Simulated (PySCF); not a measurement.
# Electron correlation in Sr⁻ (strontium, charge -1)

[Kr] 4d1 5s2, 2D determinant. All numbers are calculated (PySCF 2.14, scalar relativity by spin-free X2C-1e, in aug-cc-pVTZ-X2C (8s7p5d2f, 68 functions)). Frozen: [Kr]; 3 electrons correlated.

```tsv
level	correlation energy (mhartree)
CCSD	-31.06
(T)	-1.40
CCSD(T)	-32.46
```

Diagnostics: T1 = 0.10, D1 = 0.2489, largest double amplitude 0.104.

The configuration of this anion was assumed by filling the next shell in order. It is not the known or likely ground configuration (Ca⁻, Sr⁻ and Ba⁻, for instance, bind a p electron), so these values are not the electron affinity of the element. T1 exceeds 0.03, a sign that the reference determinant is poor.

Cost of the coupled-cluster step: of the order of 8 core-seconds, for 3 correlated electrons.

Iterations:

```
CC2 = 0
CCSD nocc = (np.int64(2), np.int64(1)), nmo = (50, 50)
frozen orbitals [[0, 1, 2, 3, 4, 5, 6, 7, 8, 9, 10, 11, 12, 13, 14, 15, 16, 17], [0, 1, 2, 3, 4, 5, 6, 7, 8, 9, 10, 11, 12, 13, 14, 15, 16, 17]]
max_cycle = 100
direct = 0
conv_tol = 1e-08
conv_tol_normt = 1e-06
diis_space = 8
diis_start_cycle = 0
Init t2, MP2 energy = -0.0208689697666184
Init E_corr(UCCSD) = -0.0208689697725291
cycle = 1  E_corr(UCCSD) = -0.0253922135548212  dE = -0.00452324378  norm(t1,t2) = 0.0788142
cycle = 2  E_corr(UCCSD) = -0.0274543132123859  dE = -0.00206209966  norm(t1,t2) = 0.0483743
cycle = 3  E_corr(UCCSD) = -0.0300504824453284  dE = -0.00259616923  norm(t1,t2) = 0.0355043
cycle = 4  E_corr(UCCSD) = -0.030593255604902  dE = -0.00054277316  norm(t1,t2) = 0.0212525
cycle = 5  E_corr(UCCSD) = -0.0312401640348528  dE = -0.00064690843  norm(t1,t2) = 0.00913309
cycle = 6  E_corr(UCCSD) = -0.0309274251609069  dE = 0.000312738874  norm(t1,t2) = 0.00391479
cycle = 7  E_corr(UCCSD) = -0.0310595956957377  dE = -0.000132170535  norm(t1,t2) = 0.00226758
cycle = 8  E_corr(UCCSD) = -0.0310567325666119  dE = 2.86312913e-06  norm(t1,t2) = 0.00091014
cycle = 9  E_corr(UCCSD) = -0.0310588363835309  dE = -2.10381692e-06  norm(t1,t2) = 0.00041079
cycle = 10  E_corr(UCCSD) = -0.0310621768189755  dE = -3.34043544e-06  norm(t1,t2) = 0.000185967
cycle = 11  E_corr(UCCSD) = -0.03106036914811  dE = 1.80767087e-06  norm(t1,t2) = 5.57411e-05
cycle = 12  E_corr(UCCSD) = -0.0310604136843515  dE = -4.45362415e-08  norm(t1,t2) = 1.86833e-05
cycle = 13  E_corr(UCCSD) = -0.0310602856069145  dE = 1.28077437e-07  norm(t1,t2) = 8.30909e-06
cycle = 14  E_corr(UCCSD) = -0.0310602926178329  dE = -7.01091834e-09  norm(t1,t2) = 3.97341e-06
cycle = 15  E_corr(UCCSD) = -0.0310602946628796  dE = -2.04504678e-09  norm(t1,t2) = 3.78518e-06
cycle = 16  E_corr(UCCSD) = -0.0310602993212357  dE = -4.65835608e-09  norm(t1,t2) = 3.70051e-06
cycle = 17  E_corr(UCCSD) = -0.0310602885188474  dE = 1.08023883e-08  norm(t1,t2) = 3.84559e-06
cycle = 18  E_corr(UCCSD) = -0.0310602648669464  dE = 2.3651901e-08  norm(t1,t2) = 3.78949e-06
cycle = 19  E_corr(UCCSD) = -0.0310602273304367  dE = 3.75365096e-08  norm(t1,t2) = 3.37149e-06
cycle = 20  E_corr(UCCSD) = -0.0310602405005244  dE = -1.31700876e-08  norm(t1,t2) = 3.37506e-06
cycle = 21  E_corr(UCCSD) = -0.0310602494032294  dE = -8.90270504e-09  norm(t1,t2) = 3.26863e-06
cycle = 22  E_corr(UCCSD) = -0.0310602531101159  dE = -3.70688654e-09  norm(t1,t2) = 3.25864e-06
cycle = 23  E_corr(UCCSD) = -0.0310602480304063  dE = 5.07970964e-09  norm(t1,t2) = 3.47488e-06
cycle = 24  E_corr(UCCSD) = -0.0310602535805061  dE = -5.55009982e-09  norm(t1,t2) = 2.68295e-06
cycle = 25  E_corr(UCCSD) = -0.0310602758130518  dE = -2.22325457e-08  norm(t1,t2) = 2.11026e-06
cycle = 26  E_corr(UCCSD) = -0.0310602714917546  dE = 4.32129725e-09  norm(t1,t2) = 1.83372e-06
cycle = 27  E_corr(UCCSD) = -0.0310602831829588  dE = -1.16912042e-08  norm(t1,t2) = 2.17036e-06
cycle = 28  E_corr(UCCSD) = -0.0310602863644943  dE = -3.18153554e-09  norm(t1,t2) = 4.13195e-07
UCCSD converged
E(UCCSD) = -3177.349870319568  E_corr = -0.03106028636449433
UCCSD(T) correction = -0.00140139700312226
```
